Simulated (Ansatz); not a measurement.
MoS2Cl2. Charge 0, multiplicity 1. Geometry B3LYP-D4/def2-SVP; atoms count from 1.

```
atom   x (Å)   y (Å)   z (Å)
 Mo1  -0.002   0.003  -0.001
  S2  -2.082   0.263   0.200
  S3   0.765   1.677  -1.023
 Cl4   0.390  -1.853  -1.233
 Cl5   0.929  -0.091   2.058
```

In the def2 sets Mo takes a core potential; there is no spin–orbit coupling. The restricted singlet is unstable towards broken spin symmetry in Hartree–Fock (as tested in another run); at PBE0-D4/def2-TZVP this wasn't settled.

Q: Estimate the Mulliken populations from the PBE0/def2-TZVP orbitals of Ansatz.

A: 
```json
{"atom": "Mo1", "charge (e)": "1.09", "d electrons": "4.15"}
{"atom": "S2", "charge (e)": "-0.25", "d electrons": "–"}
{"atom": "S3", "charge (e)": "-0.25", "d electrons": "–"}
{"atom": "Cl4", "charge (e)": "-0.29", "d electrons": "–"}
{"atom": "Cl5", "charge (e)": "-0.29", "d electrons": "–"}
```
Mulliken values and Mayer orders depend strongly on the basis.

Q: And the Mayer bond orders between bonded heavy atoms (over 0.3)?

A: Mo1–S2 2.09 (2.11 Å); Mo1–S3 2.09 (2.11 Å); Mo1–Cl4 1.01 (2.26 Å); Mo1–Cl5 1.01 (2.26 Å).
